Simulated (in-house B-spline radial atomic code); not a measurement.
Radial electron density of Mg V (Mg4+), [He] 2s2 2p4. Computed with a radial B-spline atomic code at the basis-set limit: non-relativistic B3LYP, spin-polarised, spherical fractional occupations, point nucleus.

Caution: exact exchange at fractional occupations of open shells leaves self-interaction of up to several eV.

Columns: r (bohr), 4πr²n(r) (electrons per bohr), bar.

```
 0.00489   0.2949 #
  0.0057    0.393 #
 0.00665   0.5228 ##
 0.00776   0.6932 ##
 0.00905    0.914 ###
  0.0106    1.208 ####
  0.0123    1.562 #####
  0.0143    2.012 #######
  0.0167     2.59 #########
  0.0195    3.302 ###########
  0.0228    4.172 ##############
  0.0265    5.158 #################
   0.031    6.339 #####################
  0.0361    7.611 #########################
  0.0421    8.973 ##############################
  0.0491    10.34 ##################################
  0.0573    11.59 ######################################
  0.0668     12.6 ##########################################
  0.0779    13.21 ############################################
  0.0908    13.31 ############################################
   0.106    12.83 ##########################################
   0.124    11.77 #######################################
   0.144    10.38 ##################################
   0.168    8.848 #############################
   0.196     7.55 #########################
   0.229      6.8 ######################
   0.267    6.777 ######################
   0.311    7.391 ########################
   0.363    8.347 ############################
   0.423    9.162 ##############################
   0.493    9.405 ###############################
   0.575    8.818 #############################
   0.671     7.43 #########################
   0.782    5.572 ##################
   0.912    3.656 ############
    1.06    2.098 #######
    1.24   0.9917 ###
    1.45   0.3863 #
    1.69   0.1239 
    1.97  0.03107 
    2.29 0.006002
```

On this grid the curve has 2 maxima, near 0.0908, 0.493 bohr.

The 2s up radial function P(r) = rR(r), positive near the nucleus:

```
r (bohr)         P
 0.00167   0.03599
 0.00227   0.04857
 0.00308   0.06526
 0.00419   0.08759
  0.0057     0.117
 0.00776    0.1553
  0.0106    0.2049
  0.0143     0.264
  0.0195    0.3373
  0.0265    0.4193
  0.0361     0.504
  0.0491    0.5748
  0.0668    0.6063
  0.0908    0.5611
   0.124    0.3938
   0.168    0.0844
   0.229   -0.3645
   0.311   -0.8494
   0.423    -1.212
   0.575    -1.286
   0.782    -1.033
    1.06   -0.6119
    1.45   -0.2408
    1.97  -0.05888
```
